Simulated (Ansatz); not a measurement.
Stepwise reaction of `N[SiH2]C[SiH](N)F` with hydrogen, as a gas-phase model of exchange steps in deposition or etching. ΔE in kJ/mol.

Isolated molecules relaxed with PBE0-D4/def2-TZVP in Ansatz; ΔE leaves out vibrations. CCSD(T)/CBS is the MP2 limit (def2-TZVPP, def2-QZVPP) plus CCSD(T) − MP2 in def2-TZVPP, frozen cores. This one scheme is used for every species. DFT in def2-TZVPP. B3LYP here is the variant with VWN-RPA as its local correlation; programs differ in this. Each species was taken in one conformer, which may not be the lowest.

```csv
step,reaction,PBE-D4,B3LYP-D4,ωB97M-V,CCSD(T)/CBS
2,`N[SiH](F)C[SiH3]` + H₂ → `F[SiH2]C[SiH3]` + NH₃,53.4,55.2,57.4,54.8
```

(1) Give the row of step 1, `N[SiH2]C[SiH](N)F` + H₂ → `N[SiH](F)C[SiH3]` + NH₃. (Estimate.)

(2) By hand: ΔE of the 2 steps together at CCSD(T)/CBS.

## Answers

(1) The calculation gave: 
```tsv
step	reaction	PBE-D4	B3LYP-D4	ωB97M-V	CCSD(T)/CBS
1	`N[SiH2]C[SiH](N)F` + H₂ → `N[SiH](F)C[SiH3]` + NH₃	35.4	37.9	37.5	36.5
```

(2) (36.5) + (54.8) = 91.3 kJ/mol, or 45.6 kJ/mol a step.

In ΔE each step is higher than the one before. All are uphill at CCSD(T)/CBS. PBE-D4 differs from CCSD(T)/CBS by -1.4 to -1.1 kJ/mol a step. Isolated molecules leave out the surface, adducts and barriers. Largest T1 diagnostic: 0.011.
